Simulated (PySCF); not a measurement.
Basis-set dependence of population analyses: `O[SiH2]CC[SiH3]`

Compound: C2H10OSi2.
Bonds: O1–Si2, Si2–C3, C3–C4, C4–Si5. Hydrogens: H6 on O1; H7, H8 on Si2; H9, H10 on C3; H11, H12 on C4; H13, H14, H15 on Si5.

PBE0 throughout (PySCF), one geometry, spherical d and f functions. The structure is a single PBE0-D3(BJ)/def2-SVP conformer in the gas phase; no vibrational or solvent corrections. Atoms taken as equivalent share a column and are averaged. The first 7 of 10 kinds of atom are listed.

Mulliken charges (e):

| basis | functions | O1 | Si2 | C3 | C4 | Si5 | H6 | H7/H8 |
| --- | --- | --- | --- | --- | --- | --- | --- | --- |
| STO-3G | 43 | -0.443 | +0.713 | -0.310 | -0.301 | +0.537 | +0.187 | -0.142 |
| 6-31G | 73 | -0.814 | +0.916 | -0.635 | -0.629 | +0.540 | +0.403 | -0.145 |
| pcSseg-0 | 73 | -0.837 | +1.094 | -0.982 | -0.954 | +0.570 | +0.390 | -0.108 |
| 6-31G* | 98 | -0.752 | +0.692 | -0.563 | -0.561 | +0.360 | +0.439 | -0.108 |
| cc-pVDZ | 128 | -0.366 | +0.465 | -0.214 | -0.215 | +0.225 | +0.169 | -0.094 |
| def2-SVP | 128 | -0.425 | +0.602 | -0.307 | -0.311 | +0.362 | +0.196 | -0.111 |
| 6-311+G(2d,p) | 211 | -0.685 | +0.834 | -0.641 | -0.509 | +0.391 | +0.292 | -0.083 |
| aug-cc-pVDZ | 213 | -0.735 | +0.307 | +0.384 | +0.396 | -0.552 | +0.121 | +0.245 |
| def2-TZVP | 227 | -0.538 | +0.409 | -0.341 | -0.355 | +0.162 | +0.321 | -0.055 |
| IGLO-III | 293 | -0.638 | +0.965 | -0.506 | -0.518 | +0.729 | +0.263 | -0.190 |
| cc-pVTZ | 298 | -0.365 | +0.370 | -0.264 | -0.272 | +0.158 | +0.198 | -0.074 |

IAO charges (e):

```json
{"basis": "STO-3G", "functions": "43", "O1": "-0.586", "Si2": "+0.882", "C3": "-0.506", "C4": "-0.502", "Si5": "+0.640", "H6": "+0.235", "H7/H8": "-0.140"}
{"basis": "6-31G", "functions": "73", "O1": "-0.749", "Si2": "+0.847", "C3": "-0.525", "C4": "-0.506", "Si5": "+0.444", "H6": "+0.354", "H7/H8": "-0.121"}
{"basis": "pcSseg-0", "functions": "73", "O1": "-0.729", "Si2": "+0.866", "C3": "-0.542", "C4": "-0.519", "Si5": "+0.439", "H6": "+0.341", "H7/H8": "-0.125"}
{"basis": "6-31G*", "functions": "98", "O1": "-0.776", "Si2": "+0.980", "C3": "-0.541", "C4": "-0.520", "Si5": "+0.572", "H6": "+0.357", "H7/H8": "-0.158"}
{"basis": "cc-pVDZ", "functions": "128", "O1": "-0.775", "Si2": "+0.971", "C3": "-0.539", "C4": "-0.519", "Si5": "+0.568", "H6": "+0.361", "H7/H8": "-0.156"}
{"basis": "def2-SVP", "functions": "128", "O1": "-0.771", "Si2": "+0.988", "C3": "-0.538", "C4": "-0.517", "Si5": "+0.589", "H6": "+0.357", "H7/H8": "-0.162"}
{"basis": "6-311+G(2d,p)", "functions": "211", "O1": "-0.808", "Si2": "+1.011", "C3": "-0.557", "C4": "-0.537", "Si5": "+0.602", "H6": "+0.373", "H7/H8": "-0.161"}
{"basis": "aug-cc-pVDZ", "functions": "213", "O1": "-0.800", "Si2": "+0.978", "C3": "-0.546", "C4": "-0.525", "Si5": "+0.570", "H6": "+0.372", "H7/H8": "-0.153"}
{"basis": "def2-TZVP", "functions": "227", "O1": "-0.807", "Si2": "+1.023", "C3": "-0.560", "C4": "-0.540", "Si5": "+0.611", "H6": "+0.371", "H7/H8": "-0.165"}
{"basis": "IGLO-III", "functions": "293", "O1": "-0.811", "Si2": "+1.021", "C3": "-0.560", "C4": "-0.540", "Si5": "+0.610", "H6": "+0.374", "H7/H8": "-0.164"}
{"basis": "cc-pVTZ", "functions": "298", "O1": "-0.803", "Si2": "+1.009", "C3": "-0.558", "C4": "-0.536", "Si5": "+0.596", "H6": "+0.371", "H7/H8": "-0.162"}
```

Some averages cover members that differ in this geometry, most widely: H7/H8, Mulliken in aug-cc-pVDZ +0.230 to +0.260 e.

Which scheme is steadiest as the basis changes?

Largest range over the bases for any column: IAO 0.22 e, Mulliken 1.37 e. IAO charges move least and Mulliken charges most, counted in e. Without the minimal STO-3G basis the ranges are IAO 0.18, Mulliken 1.37 e.

How much do the charges still move between the two largest bases, IGLO-III and cc-pVTZ?

At most, over all atoms: Mulliken 0.595 e, IAO 0.015 e.

What do the same runs give for the total energy, the frontier levels and the dipole moment?

| basis | energy (Eh) | HOMO (eV) | LUMO (eV) | μ (D) |
| --- | --- | --- | --- | --- |
| STO-3G | -727.3477 | -4.04 | 7.73 | 1.19 |
| 6-31G | -735.8800 | -7.88 | 0.62 | 1.87 |
| pcSseg-0 | -734.9754 | -8.18 | 0.83 | 1.75 |
| 6-31G* | -735.9957 | -7.74 | 0.76 | 1.62 |
| cc-pVDZ | -736.0401 | -7.81 | 0.82 | 1.49 |
| def2-SVP | -735.7461 | -7.87 | 0.88 | 1.56 |
| 6-311+G(2d,p) | -736.1170 | -7.93 | -0.21 | 1.50 |
| aug-cc-pVDZ | -736.0593 | -7.91 | -0.33 | 1.39 |
| def2-TZVP | -736.1327 | -7.88 | 0.25 | 1.50 |
| IGLO-III | -736.1394 | -7.90 | 0.22 | 1.44 |
| cc-pVTZ | -736.1311 | -7.87 | 0.41 | 1.45 |

The dipole is fixed by the density alone, so its range of 0.68 D shows that the density itself changes with the basis, not only its division among atoms.
